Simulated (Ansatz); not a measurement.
Cost and result for the atomization energy of CH₇AlS₂Si (12 atoms, 12 bonds).

```xyz
12

C     1.585    0.327    0.693
S     0.561   -1.067    0.134
Si   -1.394   -0.397    0.898
S    -1.940    1.101   -0.436
Al   -0.451    0.034   -1.822
H     1.065    1.272    0.532
H     2.499    0.312    0.103
H     1.817    0.194    1.748
H    -1.180    0.051    2.297
H    -2.203   -1.640    0.875
H     0.703    0.980   -2.364
H    -1.062   -1.166   -2.659
```

Total charge 0; spin multiplicity 1. The bonds changed during the relaxation, so this is another structure than the one it started from. Geometry: relaxed with PBE0-D4/def2-TZVP. It is one conformer, not always the lowest. Program: Ansatz. All runs use 4 threads of a server CPU on a shared host. Times are those of one run each, without the atoms' runs, and a repeat can differ threefold. Electronic energies, without spin–orbit coupling; frozen cores. CCSD(T)/CBS adds CCSD(T) − MP2 in def2-TZVPP to the MP2 limit, and its time is that of the two runs behind it. T1 = 0.011.

CCSD(T)/CBS is a level of theory with its own doubt, some kJ/mol a heavy atom from the limit and from the frozen cores, so smaller differences don't rank the functionals.

| level | functions | wall time |
| --- | --- | --- |
| LDA (SPW92)/def2-TZVPP | 297 | 2.1 s |
| revPBE-D4/def2-TZVPP | 297 | 2.8 s |
| BLYP-D4/def2-TZVPP | 297 | 3 s |
| BHLYP-D4/def2-TZVPP | 297 | 4.7 s |
| r2SCAN-D4/def2-TZVPP (with forces) | 297 | 5.5 s |
| CCSD(T)/def2-SVP | 121 | 5.5 s |
| r2SCANh-D4/def2-TZVPP | 297 | 6.5 s |
| B97M-V/def2-TZVPP | 297 | 8 s |
| B2PLYP/def2-TZVPP | 297 | 8 s |
| PBE-QIDH/def2-TZVPP | 297 | 8 s |
| MP2/def2-QZVPP | 547 | 35 s |
| CCSD(T)/def2-TZVPP | 297 | 2.6 min |
| CCSD(T)/CBS(def2) | – | 3.2 min |

Q: What atomization energy does each give, and how far from CCSD(T)/CBS? (Estimate.)

A: The calculation gave: 
```tsv
level	atomization (kcal/mol)	difference from CCSD(T)/CBS	per bond
LDA (SPW92)/def2-TZVPP	1036.7	109.7	9.1
revPBE-D4/def2-TZVPP	913.7	-13.3	-1.1
BLYP-D4/def2-TZVPP	910.5	-16.5	-1.4
BHLYP-D4/def2-TZVPP	906.1	-20.9	-1.7
r2SCAN-D4/def2-TZVPP (with forces)	930.6	3.6	0.3
CCSD(T)/def2-SVP	860.4	-66.6	-5.6
r2SCANh-D4/def2-TZVPP	926.9	-0.1	0.0
B97M-V/def2-TZVPP	939.2	12.2	1.0
B2PLYP/def2-TZVPP	906.6	-20.4	-1.7
PBE-QIDH/def2-TZVPP	919.4	-7.6	-0.6
MP2/def2-QZVPP	923.0	-4.0	-0.3
CCSD(T)/def2-TZVPP	899.8	-27.2	-2.3
CCSD(T)/CBS(def2)	927.0	0.0	0.0
```

Leaving LDA and LC-ωPBE aside and taking each functional with its dispersion term where it has one, the values spread over 33.1 kcal/mol, from BHLYP-D4 to B97M-V. LDA lies +117.7 kcal/mol from PBE without D4, its usual overbinding. In def2-TZVPP, CCSD(T) changes the Hartree–Fock value by +213.0 kcal/mol (the triples alone add +13.6 kcal/mol) and MP2 by +220.3 kcal/mol; breaking electron pairs costs correlation energy, which Hartree–Fock lacks. From PBE to PBE0 (25 % exact exchange), in def2-TZVPP and without D4, the atomization energy moves by −4.2 kcal/mol: exact exchange takes away binding that semilocal exchange gives to molecules.
